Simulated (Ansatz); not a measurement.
One change: `CN([SiH3])[SiH3]` becomes `[SiH3][N]([SiH3])[GeH]`.

Ansatz, PBE0-D4/def2-TZVP geometries, multiplicity 1. 

Scalar relativity is left out up to krypton.

```tsv
property	`CN([SiH3])[SiH3]`
HOMO energy (PBE0/def2-TZVPP) / eV	-7.08
HOMO–LUMO gap (PBE/def2-TZVPP) / eV	5.03
HOMO energy (PBE/def2-TZVPP) / eV	-5.80
LUMO energy (B3LYP/def2-TZVPP) / eV	-0.09
LUMO energy (PBE/def2-TZVPP) / eV	-0.76
size of the dipole moment (B3LYP/def2-TZVPP) / D	0.87
```

**Question.** Give the same properties after the change, and the shifts. (Estimate.)

**Answer.** Computed: 
| property | `[SiH3][N]([SiH3])[GeH]` | shift |
| --- | --- | --- |
| HOMO energy (PBE0/def2-TZVPP) / eV | -6.91 | 0.17 |
| HOMO–LUMO gap (PBE/def2-TZVPP) / eV | 2.69 | -2.34 |
| HOMO energy (PBE/def2-TZVPP) / eV | -5.85 | -0.05 |
| LUMO energy (B3LYP/def2-TZVPP) / eV | -2.58 | -2.49 |
| LUMO energy (PBE/def2-TZVPP) / eV | -3.17 | -2.41 |
| size of the dipole moment (B3LYP/def2-TZVPP) / D | 0.31 | -0.56 |

With PBE0 the HOMO rises by 0.17 eV and the LUMO falls by 2.46 eV, so the gap narrows by about 2.63 eV. PBE moves the HOMO by -0.05 eV and ωB97M-V by 0.32 eV. The zero-point energy changes by -81.3 kJ/mol with -6 modes. Dipoles are sizes alone; their direction can turn.

B3LYP here is the variant with VWN-RPA as its local correlation; programs differ in this.
